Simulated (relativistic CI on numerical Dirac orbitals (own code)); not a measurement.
# Sensitivity of the levels of Si⁷⁺ to α

Calculated at this level of theory: Dirac-Coulomb-Breit CI, KLI orbitals optimised for each configuration, derivatives by finite differences, unscaled Slater integrals, QED left out (own radial code, finite nucleus).

CI space (outside the closed core 1s2): 2s2 2p3, 2s 2p4, 2p5, 2s2 2p2 3s, 2s2 2p2 3p, 2p4 3s, 2s2 2p2 3d, 2p4 3p. Levels of other configurations are missing.

With x = (α/α₀)² − 1 an excitation energy changes as ω = ω₀ + qx; K = 2q/ω₀ is the relative enhancement. Terms are leading LS components, so labels can repeat.

Lowest level 2s2 2p3 4S°_3/2.

```
             Level  ω₀ (cm⁻¹)  q (cm⁻¹)
   2s2 2p3 2D°_3/2      72792    -806.4
   2s2 2p3 2D°_5/2      73101     82.88
   2s2 2p3 2P°_1/2     104998     731.9
   2s2 2p3 2P°_3/2     105589      2064
     2s 2p4 4P_5/2     310808      4648
     2s 2p4 4P_3/2     314364      8255
     2s 2p4 4P_1/2     316241     10060
     2s 2p4 2D_5/2     438777      7076
     2s 2p4 2D_3/2     438814      7011
     2s 2p4 2S_1/2     512021      7049
     2s 2p4 2P_3/2     546810      6283
     2s 2p4 2P_1/2     551083     10760
       2p5 2P°_3/2     848067     11890
       2p5 2P°_1/2     853773     17620
 2s2 2p2 3s 4P_1/2    1426681     -4862
 2s2 2p2 3s 4P_3/2    1428949     -2385
 2s2 2p2 3s 4P_5/2    1432220     829.6
 2s2 2p2 3s 2P_1/2    1446829     -3626
 2s2 2p2 3s 2P_3/2    1450825     278.5
 2s2 2p2 3s 2D_5/2    1487032    -553.2
 2s2 2p2 3s 2D_3/2    1487139    -365.1
2s2 2p2 3p 2S°_1/2    1504460      -637
2s2 2p2 3p 4D°_1/2    1510141     -3700
```

At this charge configurations can still be misplaced by up to about 7 % of their energy.

Task: Which transition from the lowest level has the largest |K|?

Result: 2s 2p4 4P_1/2 at 316241 cm⁻¹, K = 0.0636.
